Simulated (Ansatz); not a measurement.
```yaml
crystal:
  periodic: [false, false, false]
  atoms:
    - {symbol: F, position_ang: [1.371266, -1.243974, -1.430613]}
    - {symbol: C, position_ang: [-0.357950, -0.770074, 0.500852]}
    - {symbol: F, position_ang: [-0.327224, -1.773877, 1.123395]}
    - {symbol: B, position_ang: [-1.246823, 0.614328, 0.596575]}
    - {symbol: Al, position_ang: [0.929904, -0.145544, -0.810551]}
    - {symbol: H, position_ang: [-0.968057, 1.829570, 0.546541]}
    - {symbol: H, position_ang: [0.843616, 1.510360, -1.479490]}
basis:
  gaussian: {orbitals: aug-cc-pVDZ}
magnetization: {spin_polarized: true, initial_magnetization: 4}
hamiltonian: {xc: {name: B2PLYP}}
output: {forces: true}
```

```sh
$ ansatz run in.yaml --threads 2 --pin off --events-out ev --progress --plain --max-ram 4352MiB
```

It prints (some lines left out):

```
Functional definition: B2PLYP
1328 factors; integrals over basis functions are off by at most 8.1e-4 eV
mean field evaluation 1: about -13747.0900 eV, gradient 3.1e1 eV
mean field evaluation 2: about -13747.0929 eV, gradient 3.1e1 eV
mean field evaluation 4: about -13751.5085 eV, gradient 2.8e0 eV
mean field evaluation 8: about -13751.6954 eV, gradient 4.1e-1 eV
mean field evaluation 16: about -13751.7037 eV, gradient 6.2e-3 eV
mean field -13751.70375003 eV, -505.3657915739 hartree, gradient 8.8e-6 eV, S^2 6.012478; 2 other end points of the search recorded, 0 dependent functions left out
9 core orbitals not correlated: weight in the atoms' cores, before any rotation towards them, 0.998 or more for the frozen orbitals, at most 0.002 for the correlated occupied ones
reference -13751.70394762 eV, -505.3657988353 hartree; 15, 11 occupied and 113, 117 virtual orbitals, 1328 factors
second order -20.49814812 eV of doubles, -0.00000000 eV of singles
Total energy: -13757.23844761 eV, -505.5691879586 hartree
Atom 0 at     1.371266    -1.243974    -1.430613 Å, force     8.850214   -20.772639   -11.991887 eV/Å
Atom 1 at    -0.357950    -0.770074     0.500852 Å, force     0.242276     5.861911    -4.202741 eV/Å
Atom 2 at    -0.327224    -1.773877     1.123395 Å, force    -0.017043    -6.849533     5.500819 eV/Å
Atom 3 at    -1.246823     0.614328     0.596575 Å, force    -1.429428     1.575738    -0.601553 eV/Å
Atom 4 at     0.929904    -0.145544    -0.810551 Å, force    -8.526635    23.004963     9.711862 eV/Å
Atom 5 at    -0.968057     1.829570     0.546541 Å, force     0.391995    -1.073950     0.765308 eV/Å
Atom 6 at     0.843616     1.510360    -1.479490 Å, force     0.488620    -1.746490     0.818192 eV/Å
Dipole moment:     0.704091    -0.410635    -0.063231 e Å
```

In this input the spin is set far too high for this molecule. The run converged. The result belongs to that input, not to the molecule as meant.
